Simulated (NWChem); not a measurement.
# C3H4ClF; SMILES C/C(F)=C\Cl

Q: Give the equilibrium geometry at PBE0/def2-SVP (NWChem) as a list of bonds and angles, with the point group.

A: point group Cs; any orientation.
Bond lengths (Å): C1–C2 1.480, C1–H6 1.102, C1–H7 1.096, C1–H8 1.102, C2–F3 1.338, C2–C4 1.336, C4–Cl5 1.722, C4–H9 1.091. Angles (°): C2–C1–H6 110.0, C2–C1–H7 110.9, C2–C1–H8 110.0, H6–C1–H7 109.2, H6–C1–H8 107.4, H7–C1–H8 109.2, C1–C2–F3 113.6, C1–C2–C4 129.2, F3–C2–C4 117.3, C2–C4–Cl5 123.4, C2–C4–H9 121.0, Cl5–C4–H9 115.6.
